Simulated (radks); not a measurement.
Task: Tc4+, 39 electrons, occupied as [Ar] 3d10 4s1 4p6 4d3 5p1 (not the ground configuration). Method: Dirac Kohn-Sham, Wu-Cohen GGA, spin-unpolarised, spherical densities, point nucleus; open shells fill j = l - 1/2 first; computed with a radial shooting solver on a logarithmic mesh with Libxc functionals. Some entries of the table are withheld. Estimate them.

| orbital | occ. | eigenvalue (hartree) | <r> (bohr) | <r^2> (bohr^2) |
|---|---|---|---|---|
| 1s1/2 | 2 | -768.5856 | 0.03429 | 0.001587 |
| 2s1/2 | 2 | -111.4870 | 0.1493 | 0.02633 |
| 2p1/2 | 2 | -102.9986 | 0.1271 | 0.01983 |
| 2p3/2 | 4 | -98.65186 | 0.1318 | 0.02119 |
| 3s1/2 | 2 | -21.17397 | 0.4151 | 0.1974 |
| 3p1/2 | 2 | -17.91025 | (1) | 0.1946 |
| 3p3/2 | 4 | -17.18201 | (2) | 0.2046 |
| 3d3/2 | 4 | -11.40147 | 0.3963 | 0.1885 |
| 3d5/2 | 6 | -11.26130 | 0.3998 | 0.1916 |
| 4s1/2 | 1 | -4.67315 | 1.031 | 1.199 |
| 4p1/2 | 2 | -3.68489 | 1.104 | 1.386 |
| 4p3/2 | 4 | -3.56487 | 1.129 | 1.449 |
| 4d3/2 | 3 | -2.04243 | 1.372 | 2.185 |
| 4d5/2 | 0 | -2.02647 | 1.382 | 2.214 |
| 5s1/2 | 0 | -1.50826 | 2.357 | 6.201 |
| 5p1/2 | 1 | -1.23601 | 2.628 | 7.727 |
| 5p3/2 | 0 | -1.21251 | 2.675 | 8.000 |
| 5d3/2 | 0 | -0.81854 | 3.417 | (3) |
| 5d5/2 | 0 | -0.81529 | 3.431 | (4) |
| 4f5/2 | 0 | -0.77694 | 2.554 | 7.705 |
| 4f7/2 | 0 | -0.77661 | 2.556 | 7.716 |
| 6p1/2 | 0 | -0.62351 | 4.883 | 26.59 |
| 6p3/2 | 0 | -0.61482 | 4.944 | 27.26 |

Result: 
(1) 3p1/2 <r> (bohr): 0.4088
(2) 3p3/2 <r> (bohr): 0.4194
(3) 5d3/2 <r^2> (bohr^2): 13.13
(4) 5d5/2 <r^2> (bohr^2): 13.24
